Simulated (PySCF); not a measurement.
## Spin-Hamiltonian simulation

Molecule: `C=C(C=C)C(=O)O`, C₅H₆O₂.

Geometry:
```csv
atom,x (Å),y (Å),z (Å)
C1,2.093,-0.613,-0.047
C2,1.205,0.311,-0.436
C3,-0.236,0.362,-0.168
C4,-0.979,1.390,-0.621
C5,-0.900,-0.720,0.621
O6,-0.338,-1.633,1.173
O7,-2.234,-0.587,0.674
H8,3.143,-0.509,-0.334
H9,1.802,-1.472,0.557
H10,1.562,1.155,-1.037
H11,-2.051,1.442,-0.432
H12,-0.516,2.200,-1.191
H13,-2.551,-1.322,1.220
```

PySCF 2.14.0 with density-fitted response routines calculation with J couplings at B3LYP/pcJ-1 (without the spin–dipole term), shielding tensors at PBE0/pcSseg-1 (GIAO) and coordinates at the PBE0-D3(BJ)/def2-SVP level; gas phase, non-relativistic Hamiltonian, one computed conformer.

Referencing at the same level of theory: ¹H vs TMS.

The 5-spin Hamiltonian (Zeeman plus full scalar coupling among like nuclei) was diagonalised exactly; lines are Lorentzian, 0.5 Hz wide, and the maxima above 3 % are listed with the tallest set to 100.

Peak list at 600 MHz for the spins H8/H9/H10/H11/H12:
Hz from δ = 0 (height): 4337.8 (31), 4336.8 (59), 4335.7 (51), 4334.6 (59), 4333.6 (31), 4318.8 (33), 4317.8 (63), 4316.7 (55), 4315.6 (63), 4314.6 (34), 4070.5 (39), 4070.0 (46), 4069.5 (51), 4068.8 (90), 4068.2 (87), 4067.8 (87), 4067.2 (90), 4066.6 (52), 4066.0 (46), 4065.6 (39), 3808.8 (36), 3808.2 (43), 3807.9 (44), 3807.4 (37), 3795.6 (39), 3795.1 (47), 3794.7 (47), 3794.2 (40), 3789.8 (34), 3789.2 (40), 3788.9 (41), 3788.4 (34), 3776.6 (37), 3776.1 (44), 3775.7 (44), 3775.2 (37), 3614.5 (36), 3613.4 (81), 3612.4 (99), 3611.6 (100), 3610.6 (80), 3609.6 (36), 3465.0 (32), 3463.8 (39), 3463.3 (43), 3462.8 (42), 3462.1 (42), 3461.6 (43), 3461.2 (39), 3459.9 (31), 3451.8 (30), 3450.6 (37), 3450.1 (41), 3449.7 (39), 3448.9 (39), 3448.4 (40), 3448.0 (37), 3446.7 (29)

Extract the chemical shifts and coupling constants behind this pattern (give the signs of the calculation).

Answers


Shifts (ppm): H8 5.76, H9 7.21, H10 6.32, H11 6.78, H12 6.02.
Couplings (Hz): H8–H9: 2.2; H8–H10: 13.2; H8–H11: 1.7; H8–H12: 1.2; H9–H10: 19.0; H9–H11: 1.0; H9–H12: 1.0; H10–H11: -0.5; H10–H12: -0.9; H11–H12: 1.8.
These are the parameters used. A line list fixes at most the relative signs, and those only where coupling is strong; other parameter sets or atom labellings may fit too, and couplings well below the line width leave little trace.

OH/NH shifts are gas-phase values; hydrogen bonding in solution moves them, usually downfield. Unscaled 3J(H,H) at this level run about 10 % above measured values.
